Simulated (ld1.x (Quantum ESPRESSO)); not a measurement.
Scattering properties, TM potential for lead

| Property | Result |
| --- | --- |
| Element | Pb |
| Generator | ld1.x (Quantum ESPRESSO) 7.5 |
| Type | norm-conserving Troullier–Martins (Kleinman–Bylander form) |
| Functional | PBE |
| Relativity | fully relativistic |
| Frozen core | [Xe] 4f14 |
| Valence charge | 14 |
| Reference configuration | 5d10 6s2 6p1 (charge +1) |
| Partial waves | 6p (bound): rc 2.25 bohr; 5d (bound): rc 1.95 bohr; 5f channel at -0.1 Ry: rc 2.20 bohr; 6s (bound): rc 1.70 bohr |
| Local potential | the s channel |
| Core correction | a·sin(br)/r model core, default radius (core density twice the valence density) |

Open shells are filled in proportion to 2j + 1 (rel_dist='average').

The phase is arctan(r·u′/u) with u = r·R(r), unwrapped; energies in Ry, scanned from -4 to 5 Ry. A pole is an energy at which the radial function vanishes at the test radius. The pseudo phase is shifted by a multiple of π to meet the all-electron one at the reference energy, and phase errors are pseudo minus all-electron; the curves can meet again beyond the range given. Levels narrower than the energy grid can be missing from the lists of poles.

Question: For each channel, where are the poles, and over which energies does the pseudopotential scatter like the atom?

Answer:

| channel | radius (bohr) | reference energy (Ry) | poles, all-electron | poles, pseudo | unbroken range about the reference energy with phases within 0.05 rad | phase error 1 Ry above the reference energy (rad) |
| --- | --- | --- | --- | --- | --- | --- |
| s | 2.46 | -1.41 | 0.36 | 0.26, 4.89 | below 1.6 | -0.005 |
| p1/2 | 2.46 | -0.83 | 1.72 | 1.63 | below 4.0 | -0.004 |
| p3/2 | 2.46 | -0.69 | 2.56 | 2.19 | below 3.1 | -0.015 |
| d3/2 | 2.46 | -2.23 | -2.03 | -2.03 | below 0.3 | +0.006 |
| d5/2 | 2.46 | -2.04 | -1.80 | -1.80 | below 0.5 | +0.006 |
| f5/2 | 2.46 | -0.10 | 2.75 | 2.86 | below 4.1 | +0.010 |
| f7/2 | 2.46 | -0.10 | 2.79 | 2.90 | below 4.2 | +0.009 |

Phases in the f7/2 channel:

| E (Ry) | all-electron | pseudo |
| --- | --- | --- |
| -4.00 | 1.377 | 1.377 |
| -3.52 | 1.365 | 1.365 |
| -3.04 | 1.352 | 1.352 |
| -2.56 | 1.335 | 1.335 |
| -2.08 | 1.314 | 1.314 |
| -1.60 | 1.286 | 1.286 |
| -1.12 | 1.248 | 1.248 |
| -0.64 | 1.190 | 1.190 |
| -0.16 | 1.091 | 1.091 |
| 0.32 | 0.888 | 0.888 |
| 0.80 | 0.319 | 0.325 |
| 1.28 | -0.762 | -0.745 |
| 1.76 | -1.262 | -1.249 |
| 2.24 | -1.454 | -1.441 |
| 2.72 | -1.558 | -1.543 |
| 3.20 | -1.633 | -1.613 |
| 3.68 | -1.702 | -1.672 |
| 4.16 | -1.780 | -1.731 |
| 4.64 | -1.893 | -1.802 |
